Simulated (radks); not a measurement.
Question: Neutral rubidium is in [Kr] 5s1. Calculated with a radial shooting solver on a logarithmic mesh with Libxc functionals: scalar-relativistic Kohn-Sham, r2SCAN, spin-polarised, spherical densities, finite nucleus; meta-GGA in the generalised Kohn-Sham scheme; Fermi nuclear charge, rms radius of each element as measured or else 0.836 A^(1/3) + 0.57 fm. Open shells are filled with parallel spins first. One electron is removed from 4p, 4s, 5s, 3d in turn, with full relaxation. Which removal costs least, and what does each cost?

Answer: 5s 4.090 eV; 4p 21.354 eV; 4s 38.389 eV; 3d 118.39 eV. The 5s electron leaves first.
